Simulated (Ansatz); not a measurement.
The cluster Cr₃⁻. The state is a doublet with charge -1. Geometry r2SCAN-D4/def2-TZVPD; atoms count from 1.

```tsv
atom	x (Å)	y (Å)	z (Å)
Cr1	0.3514	-0.0743	1.4778
Cr2	-1.4067	0.4064	-0.4487
Cr3	1.0553	-0.3320	-1.0291
```

The charge -1 doublet is spin-contaminated (final ⟨S²⟩ up to 8.11, 0.75 for a pure state). The highest occupied level of the charge -1 doublet lies above zero (up to 0.22 eV). Its loss leaves the charge 0 triplet, which lies 0.86 eV higher (vertical, at PBE0-D4/def2-TZVPD), but this difference is unsure: the triplet is doubtful (geometry relaxed on an unsound state). The geometry of the doublet was relaxed on an unsound state (⟨S²⟩ 7.81, where a pure state has 0.75). At PBE0-D4/def2-TZVPD a sextet of charge -1 lies 2.03 eV below the doublet, each at its own geometry. That sextet is doubtful there (⟨S²⟩ 14.37, where a pure state has 8.75). The structure comes from a short search, and lower isomers may exist.

(1) Estimate the Mulliken populations from the PBE0/def2-TZVPD orbitals of Ansatz.

(2) Where does the spin sit?

(3) And the Mayer bond orders between bonded heavy atoms (over 0.3)?

## Answers

(1) 
```json
{"atom": "Cr1", "charge (e)": "-0.37", "spin (α − β)": "2.36", "d electrons": "4.86"}
{"atom": "Cr2", "charge (e)": "-0.33", "spin (α − β)": "4.43", "d electrons": "4.86"}
{"atom": "Cr3", "charge (e)": "-0.30", "spin (α − β)": "-5.80", "d electrons": "4.93"}
```
Mulliken values and Mayer orders depend strongly on the basis. With diffuse functions, as here, like atoms can get unlike values, and bond orders can come out too low or too high.

(2) Summed by element: Cr 1.00, of 1 unpaired in all. Largest on single atoms: Cr3 -5.80, Cr2 4.43, Cr1 2.36.

(3) Cr1–Cr2 1.00 (2.65 Å); Cr1–Cr3 0.79 (2.62 Å); Cr2–Cr3 0.76 (2.64 Å).
